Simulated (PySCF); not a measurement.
C$_{4}$H$_{10}$O$_{2}$, charge +1, doublet, geometry from GFN2-xTB (a state made from the parent by changing its charge; the spin is typed, not shown lowest), atoms displaced at random by about 0.03 Å a coordinate; PBE0/STO-3G, gradient (PySCF).

PySCF was given this input:
```python
from pyscf import gto, scf, dft

mol = gto.M(
    atom='''
C     2.38434946    0.05206728   -0.34005113
O     1.30885094    0.73338880    0.15860466
C     0.12671055    0.69116778   -0.49942076
C    -0.80545410   -0.58683223    0.16161780
C    -2.04088024   -0.66964903   -0.76114459
O    -1.14277118   -0.13293475    1.38651403
H     3.28987181    0.68580844   -0.13671230
H     2.51346149   -0.89933370    0.25056158
H     2.30972875   -0.18625139   -1.38129550
H    -0.43451435    1.59241244   -0.29625175
H     0.23985483    0.53902590   -1.57580075
H    -0.15971227   -1.38832723    0.08736546
H    -2.65960378    0.13554629   -0.68979313
H    -1.81275257   -0.84365548   -1.78180033
H    -2.58935686   -1.52774528   -0.33397608
H    -0.47538686   -0.30231200    2.08124781
''',
    basis='sto-3g',
    charge=1,
    spin=1,
    verbose=4,
)

mf = dft.UKS(mol)
mf.xc = 'pbe0'
mf.kernel()
g = mf.nuc_grad_method()
g.grid_response = True
grad = g.kernel()
```

It wrote (shortened):

```
PySCF version 2.14.0

[INPUT] verbose = 4
[INPUT] num. atoms = 16
[INPUT] num. electrons = 49
[INPUT] charge = 1
[INPUT] spin (= nelec alpha-beta = 2S) = 1
[INPUT] symmetry False subgroup None
[INPUT] Mole.unit = angstrom
[INPUT] Symbol           X                Y                Z      unit          X                Y                Z       unit  Magmom
[INPUT]  1 C      2.384349460000   0.052067280000  -0.340051130000 AA    4.505767464655   0.098392899251  -0.642603504049 Bohr   0.0
[INPUT]  2 O      1.308850940000   0.733388800000   0.158604660000 AA    2.473369814480   1.385903974823   0.299719369480 Bohr   0.0
[INPUT]  3 C      0.126710550000   0.691167780000  -0.499420760000 AA    0.239448236593   1.306117810324  -0.943768457322 Bohr   0.0
[INPUT]  4 C     -0.805454100000  -0.586832230000   0.161617800000 AA   -1.522087654908  -1.108952195768   0.305413378855 Bohr   0.0
[INPUT]  5 C     -2.040880240000  -0.669649030000  -0.761144590000 AA   -3.856704706637  -1.265453266281  -1.438354816294 Bohr   0.0
[INPUT]  6 O     -1.142771180000  -0.132934750000   1.386514030000 AA   -2.159524553246  -0.251210269938   2.620131784567 Bohr   0.0
[INPUT]  7 H      3.289871810000   0.685808440000  -0.136712300000 AA    6.216956705827   1.295990125515  -0.258348804859 Bohr   0.0
[INPUT]  8 H      2.513461490000  -0.899333700000   0.250561580000 AA    4.749753840741  -1.699494387592   0.473492763538 Bohr   0.0
[INPUT]  9 H      2.309728750000  -0.186251390000  -1.381295500000 AA    4.364754759534  -0.351964117420  -2.610270192094 Bohr   0.0
[INPUT] 10 H     -0.434514350000   1.592412440000  -0.296251750000 AA   -0.821113118693   3.009223388950  -0.559834671423 Bohr   0.0
[INPUT] 11 H      0.239854830000   0.539025900000  -1.575800750000 AA    0.453259938354   1.018611325047  -2.977831844384 Bohr   0.0
[INPUT] 12 H     -0.159712270000  -1.388327230000   0.087365460000 AA   -0.301812449033  -2.623558235976   0.165096792147 Bohr   0.0
[INPUT] 13 H     -2.659603780000   0.135546290000  -0.689793130000 AA   -5.025922744058   0.256145365301  -1.303520098307 Bohr   0.0
[INPUT] 14 H     -1.812752570000  -0.843655480000  -1.781800330000 AA   -3.425605888901  -1.594277800688  -3.367114632360 Bohr   0.0
[INPUT] 15 H     -2.589356860000  -1.527745280000  -0.333976080000 AA   -4.893175304164  -2.887020167297  -0.631123323356 Bohr   0.0
[INPUT] 16 H     -0.475386860000  -0.302312000000   2.081247810000 AA   -0.898350968617  -0.571286884170   3.932988358251 Bohr   0.0

nuclear repulsion = 262.554908770368
number of shells = 28
number of NR pGTOs = 120
number of NR cGTOs = 40
basis = sto-3g
ecp = {}

******** <class 'pyscf.dft.uks.UKS'> ********
method = UKS
initial guess = minao
damping factor = 0
level_shift factor = 0
DIIS = <class 'pyscf.scf.diis.CDIIS'>
diis_start_cycle = 1
diis_space = 8
diis_damp = 0
SCF conv_tol = 1e-09
SCF conv_tol_grad = None
SCF max_cycles = 50
direct_scf = True
direct_scf_tol = 1e-13
number electrons alpha = 25  beta = 24
XC library pyscf.dft.libxc version 7.1.2
    S. Lehtola, C. Steigemann, M. J. T. Oliveira, and M. A. L. Marques,  SoftwareX 7, 1–5 (2018)
XC functionals = pbe0
    C. Adamo and V. Barone,  J. Chem. Phys. 110, 6158 (1999)
    M. Ernzerhof and G. E. Scuseria,  J. Chem. Phys. 110, 5029 (1999)
radial grids:
    Treutler-Ahlrichs [JCP 102, 346 (1995); DOI:10.1063/1.469408] (M4) radial grids

becke partition: Becke, JCP 88, 2547 (1988); DOI:10.1063/1.454033
pruning grids: <function nwchem_prune>
grids dens level: 3
symmetrized grids: False
atomic radii adjust function: <function treutler_atomic_radii_adjust>
small_rho_cutoff = 0
Set gradient conv threshold to 3.16228e-05
tot grids = 182720
init E= -305.312366164235

cycle= 1 E= -304.207914420025  delta_E=  1.1  |g|= 0.383  |ddm|= 3.35
cycle= 2 E= -304.124380696879  delta_E= 0.0835  |g|= 0.569  |ddm|= 1.15
cycle= 3 E= -304.301058013865  delta_E= -0.177  |g|= 0.106  |ddm|= 0.762
cycle= 4 E= -304.306855516575  delta_E= -0.0058  |g|= 0.05  |ddm|= 0.24
cycle= 5 E= -304.308656872987  delta_E= -0.0018  |g|= 0.0105  |ddm|= 0.0906
cycle= 6 E= -304.308728545889  delta_E= -7.17e-05  |g|= 0.00239  |ddm|= 0.0143
cycle= 7 E= -304.308734862318  delta_E= -6.32e-06  |g|= 0.000643  |ddm|= 0.00625
cycle= 8 E= -304.30873516142  delta_E= -2.99e-07  |g|= 0.000266  |ddm|= 0.00117
cycle= 9 E= -304.308735219891  delta_E= -5.85e-08  |g|= 5.43e-05  |ddm|= 0.000485
cycle= 10 E= -304.308735224047  delta_E= -4.16e-09  |g|= 1.48e-05  |ddm|= 0.000173
cycle= 11 E= -304.308735224274  delta_E= -2.27e-10  |g|= 6.12e-06  |ddm|= 3.62e-05
Extra cycle  E= -304.308735224279  delta_E= -4.09e-12  |g|= 6.9e-06  |ddm|= 1.96e-05
converged SCF energy = -304.308735224279  <S^2> = 0.75388422  2S+1 = 2.0038805

******** <class 'pyscf.grad.uks.Gradients'> for <class 'pyscf.dft.uks.UKS'> ********
unit = Eh/Bohr
grid_response = True
--------------- UKS gradients ---------------
         x                y                z
0 C    -0.0781621045     0.0426665546    -0.0083097379
1 O     0.0245342948    -0.0534058858    -0.0620296324
2 C     0.0211244886     0.0123273589     0.0235769659
3 C     0.0188874608    -0.0680949745     0.0508463651
4 C    -0.0266132660     0.0723707627    -0.0387739491
5 O     0.0641928397    -0.0248244857    -0.0189792751
6 H     0.0072583092     0.0072632664     0.0042107981
7 H    -0.0010756512    -0.0075768872     0.0065297624
8 H     0.0015598769     0.0055121193     0.0310470720
9 H     0.0145875083    -0.0179823277    -0.0072732540
10 H     0.0032728464     0.0092661046     0.0141787143
11 H    -0.0439127601     0.0642652505     0.0008501715
12 H     0.0424568047    -0.0682785603    -0.0097200844
13 H    -0.0134506500     0.0091335716     0.0284061012
14 H     0.0039611628     0.0009295828     0.0109058633
15 H    -0.0386211603     0.0164285498    -0.0254658809
----------------------------------------------
```
